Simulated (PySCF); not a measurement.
# O (oxygen, neutral) across methods

[He] 2s2 2p4, high-spin 3P determinant. Computed with PySCF 2.14 in aug-cc-pVTZ with one added diffuse shell each of s, p, d, f type (6s5p4d3f, 62 functions), with no relativity, point nucleus.

```json
{"method": "UHF", "E (hartree)": "-74.81301", "mean ε 2s β (eV)": "-29.314", "mean ε 2p α (eV)": "-18.448", "mean ε 2p β (eV)": "-14.198", "Σ⟨r²⟩ (bohr²)": "11.25", "⟨S²⟩": "2.009"}
{"method": "LDA", "E (hartree)": "-74.5244", "mean ε 2s β (eV)": "-21.673", "mean ε 2p α (eV)": "-10.379", "mean ε 2p β (eV)": "-7.452", "Σ⟨r²⟩ (bohr²)": "11.79", "⟨S²⟩": "2.004"}
{"method": "BP86", "E (hartree)": "-75.0839", "mean ε 2s β (eV)": "-21.770", "mean ε 2p α (eV)": "-10.265", "mean ε 2p β (eV)": "-7.756", "Σ⟨r²⟩ (bohr²)": "11.68", "⟨S²⟩": "2.003"}
{"method": "r2SCAN", "E (hartree)": "-75.0566", "mean ε 2s β (eV)": "-21.831", "mean ε 2p α (eV)": "-10.851", "mean ε 2p β (eV)": "-7.923", "Σ⟨r²⟩ (bohr²)": "11.50", "⟨S²⟩": "2.006"}
{"method": "CAM-B3LYP", "E (hartree)": "-75.0712", "mean ε 2s β (eV)": "-25.604", "mean ε 2p α (eV)": "-13.959", "mean ε 2p β (eV)": "-11.136", "Σ⟨r²⟩ (bohr²)": "11.63", "⟨S²⟩": "2.004"}
{"method": "PBE0", "E (hartree)": "-75.0163", "mean ε 2s β (eV)": "-23.845", "mean ε 2p α (eV)": "-12.389", "mean ε 2p β (eV)": "-9.484", "Σ⟨r²⟩ (bohr²)": "11.52", "⟨S²⟩": "2.004"}
{"method": "PW91", "E (hartree)": "-75.0614", "mean ε 2s β (eV)": "-21.632", "mean ε 2p α (eV)": "-10.271", "mean ε 2p β (eV)": "-7.669", "Σ⟨r²⟩ (bohr²)": "11.71", "⟨S²⟩": "2.003"}
{"method": "BLYP", "E (hartree)": "-75.0834", "mean ε 2s β (eV)": "-21.616", "mean ε 2p α (eV)": "-10.089", "mean ε 2p β (eV)": "-7.624", "Σ⟨r²⟩ (bohr²)": "11.78", "⟨S²⟩": "2.003"}
```

Problem. Estimate the same row for PBE.

Solution. E (hartree) = -75.0078; mean ε 2s β (eV) = -21.584; mean ε 2p α (eV) = -10.199; mean ε 2p β (eV) = -7.598; Σ⟨r²⟩ (bohr²) = 11.73; ⟨S²⟩ = 2.003.
